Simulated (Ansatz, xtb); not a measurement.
# C3H6O2Si: which of two isomers lies lower

Structure X is `O=C[C@@]1([SiH3])CO1`, a singlet and structure Y is `O=C[C@@H]1O[C@H]1[SiH3]`, a singlet. Both are isolated molecules in the gas phase, relaxed with B3LYP-D3(BJ)/def2-SVP; the shapes shown needn't be the lowest conformers.

X (Å):

```json
{"atom": "C", "x (Å)": "1.4500", "y (Å)": "-3.0244", "z (Å)": "-1.4139"}
{"atom": "C", "x (Å)": "0.5320", "y (Å)": "-1.8782", "z (Å)": "-1.1260"}
{"atom": "C", "x (Å)": "-0.9257", "y (Å)": "-2.1857", "z (Å)": "-1.1338"}
{"atom": "O", "x (Å)": "2.4527", "y (Å)": "-2.9181", "z (Å)": "-2.0757"}
{"atom": "O", "x (Å)": "-0.2394", "y (Å)": "-2.0649", "z (Å)": "0.0823"}
{"atom": "Si", "x (Å)": "1.1783", "y (Å)": "-0.1249", "z (Å)": "-1.4920"}
{"atom": "H", "x (Å)": "1.1344", "y (Å)": "-3.9963", "z (Å)": "-0.9505"}
{"atom": "H", "x (Å)": "2.4207", "y (Å)": "0.1211", "z (Å)": "-0.7137"}
{"atom": "H", "x (Å)": "0.1075", "y (Å)": "0.8174", "z (Å)": "-1.0626"}
{"atom": "H", "x (Å)": "1.4340", "y (Å)": "0.0394", "z (Å)": "-2.9478"}
{"atom": "H", "x (Å)": "-1.2603", "y (Å)": "-3.1986", "z (Å)": "-1.3987"}
{"atom": "H", "x (Å)": "-1.6273", "y (Å)": "-1.3789", "z (Å)": "-1.3851"}
```

Y (Å):

```tsv
atom	x (Å)	y (Å)	z (Å)
C	-0.5374	-3.4783	-0.5831
C	-0.2214	-2.2785	-1.4188
C	1.1501	-1.7069	-1.3256
O	-1.5647	-3.6198	0.0281
O	0.7353	-2.4972	-2.4427
Si	1.4575	0.1310	-1.6720
H	0.2867	-4.2406	-0.5727
H	-1.0741	-1.6303	-1.6600
H	1.8490	-2.2302	-0.6523
H	2.7326	0.2833	-2.4259
H	1.5531	0.8668	-0.3789
H	0.3193	0.6480	-2.4791
```

Quicker runs give these differences E(Y) − E(X): GFN2-xTB +8.94 kJ/mol; HF/STO-3G −0.95 kJ/mol (at GFN2-xTB geometries); r2SCAN-D4/def2-SVP +8.19 kJ/mol (at GFN2-xTB geometries).

Task: Which of the two would you expect CCSD(T)/def2-SVP + ΔMP2/def2-TZVPP electronic energies to favour?

Result: Too close to call at this level: CCSD(T)/def2-SVP + ΔMP2/def2-TZVPP gives E(Y) − E(X) = +5.49 kJ/mol.

Level by level:

```tsv
level	geometry	E(Y) − E(X) (kJ/mol)	departure from the last row (kJ/mol)	job, with rough time for the two
GFN2-xTB	GFN2-xTB	+8.94	+3.45	optimisation, 0.27 s
HF/STO-3G	GFN2-xTB	−0.95	−6.45	single point, 0.4 s
r2SCAN-D4/def2-SVP	GFN2-xTB	+8.19	+2.70	single point, 5 s
B3LYP-D3(BJ)/def2-SVP	B3LYP-D3(BJ)/def2-SVP	+8.12	+2.63	optimisation, 69 s
HF/def2-SVP	B3LYP-D3(BJ)/def2-SVP	+5.43	−0.06	part of the CCSD(T) run
MP2/def2-SVP	B3LYP-D3(BJ)/def2-SVP	+9.88	+4.39	part of the CCSD(T) run
CCSD(T)/def2-SVP	B3LYP-D3(BJ)/def2-SVP	+9.22	+3.72	single point
CCSD(T)/def2-SVP + ΔMP2/def2-TZVPP	B3LYP-D3(BJ)/def2-SVP	+5.49		single point, 56 s
```

As drawn, both hold the same kinds of bond in the same numbers.

HF/STO-3G finds them nearly level. The largest departure from CCSD(T)/def2-SVP + ΔMP2/def2-TZVPP is that of HF/STO-3G, 6.45 kJ/mol. The last row adds to CCSD(T) the change of the MP2 difference between the two basis sets, here −3.72 kJ/mol.

With thermal terms from frequencies at re-optimised GFN2-xTB minima (ideal gas, soft modes damped towards free rotors, one conformer each, 298.15 K, 1 atm): the zero-point term adds +0.17 kJ/mol; ΔH is +5.44 and ΔG +5.28 kJ/mol.

The correlated steps freeze 10 core orbitals. Programs: Ansatz 0.2.0, xtb 6.7.1; the last row on 2 threads of Arm Neoverse V2 on a shared host.
